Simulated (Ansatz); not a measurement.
Total energies of `[NH][GeH2][OH]` radical.

```xyz
7

N    -0.941    1.127   -0.360
Ge    0.376   -0.172   -0.160
O     0.149   -0.874    1.450
H    -0.764    1.684   -1.203
H     0.154   -1.235   -1.257
H     1.806    0.389   -0.161
H    -0.780   -0.919    1.691
```

The species carries charge 0 and has multiplicity 2. Correlated methods include outer-core shells of Ge, which these sets cover unevenly. Scalar relativity is left out up to krypton. Geometry: relaxed with PBE0-D4/def2-TZVP. It is one conformer, not always the lowest. Basis def2-TZVPP, the Gaussian-basis code of Ansatz.

RPA on PBE orbitals: Hartree–Fock energy of these orbitals -2206.99333 Eh, correlation -1.08173 Eh (frozen core).

```
functional  energy without D4 (Eh)  D4 term (kJ/mol)
     BHLYP             -2209.31329             -12.2
  PBE-QIDH             -2208.64661                 –
```

Problem. Give the same for LDA (SPW92), PBE, revPBE, BLYP, r2SCAN, B97M-V, PBE0, B3LYP, r2SCANh, r2SCAN0, HSE06 (plane-wave form), CAM-B3LYP, LC-ωPBE, ωB97X-V, ωB97M-V, B2PLYP. (Best estimate.)

Solution. Ansatz gave: 
```csv
functional,energy without D4 (Eh),D4 term (kJ/mol)
LDA (SPW92),-2205.21827,–
PBE,-2208.93251,-9.9
revPBE,-2209.19658,-30.5
BLYP,-2209.42408,-22.1
r2SCAN,-2209.32592,-2.3
B97M-V,-2208.98000,–
PBE0,-2208.99116,-8.2
B3LYP,-2209.44987,-16.1
r2SCANh,-2209.31020,-2.4
r2SCAN0,-2209.28795,-2.7
HSE06 (plane-wave form),-2208.98538,-7.7
CAM-B3LYP,-2209.47331,-8.3
LC-ωPBE,-2209.05041,–
ωB97X-V,-2209.16358,–
ωB97M-V,-2209.23191,–
B2PLYP,-2208.93890,–
```

B3LYP takes the VWN-RPA correlation (the form of Gaussian; ORCA's B3LYP/G). HSE06 is the plane-wave form, built on full-range PBE exchange. The double hybrids freeze the cores in their second-order part.

LC-ωPBE has ω = 0.4 bohr⁻¹.
